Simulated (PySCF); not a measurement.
Ligands exchanged one at a time, B Br-I. Isolated molecules, 0 K electronic values unless said otherwise. Strings in code marks are SMILES.

The HOMO–LUMO gap from two functionals at the same geometries (B3LYP-D3(BJ)/def2-TZVP), both in PySCF: PBE-D3(BJ)/def2-TZVP and B3LYP-D3(BJ)/def2-TZVP. B3LYP has the VWN-RPA correlation part, as in Gaussian. 

```
species                                  PBE-D3(BJ)/def2-TZVP (eV)  B3LYP-D3(BJ)/def2-TZVP (eV)
---------------------------------------  -------------------------  ---------------------------
0 of 3 Br replaced by I (`B(Br)(Br)Br`)                       4.07                         5.77
1 of 3 Br replaced by I (`BrB(Br)I`)                          3.55                         5.13
2 of 3 Br replaced by I                                       3.25                         4.78
3 of 3 Br replaced by I (`IB(I)I`)                            3.01                         4.50
```

Over these rows, drawn at random from the members with no instability flagged (it was tested for open shells, ions and some series alone), PBE minus B3LYP-D3(BJ): mean -1.57 eV, from -1.70 eV to -1.49 eV.
